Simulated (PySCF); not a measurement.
Potential energy surface of H3Sb, singlet: umbrella (inversion) coordinate, bond length relaxed. Scanned: angle between the Sb-H bonds and the threefold axis (90 = planar). Other coordinates (Sb-H bond length) were minimised at PBE0/def2-TZVP.

PBE/def2-TZVP, def2 effective core potentials past Kr (PySCF); wB97X-V/def2-TZVP, def2 effective core potentials past Kr (PySCF); CCSD(T) on RHF/def2-TZVP, 4 core orbitals frozen, def2 effective core potentials past Kr (PySCF).

Energies relative to the lowest point of each profile, in eV; the last columns give the difference from CCSD(T):

```csv
a / °,PBE,wB97X-V,CCSD(T),PBE − CCSD(T),wB97X-V − CCSD(T)
90,1.991,1.970,1.952,0.039,0.018
93,1.941,1.918,1.901,0.040,0.017
96,1.798,1.770,1.756,0.042,0.014
99,1.581,1.548,1.538,0.044,0.011
102,1.319,1.282,1.276,0.043,0.006
105,1.042,1.003,1.002,0.040,0.001
108,0.775,0.735,0.738,0.037,-0.003
111,0.535,0.495,0.502,0.034,-0.006
114,0.333,0.295,0.303,0.029,-0.008
117,0.175,0.143,0.151,0.024,-0.008
120,0.065,0.043,0.049,0.016,-0.005
123,0.006,0.000,0.000,0.006,0.000
126,0.000,0.015,0.008,-0.008,0.007
129,0.048,0.091,0.074,-0.026,0.017
132,0.151,0.228,0.200,-0.049,0.028
```

PBE is furthest from CCSD(T) at 132 (-0.049 eV, below); its mean absolute difference over the points is 0.032 eV.

wB97X-V is furthest from CCSD(T) at 132 (0.028 eV, above); its mean absolute difference over the points is 0.010 eV.
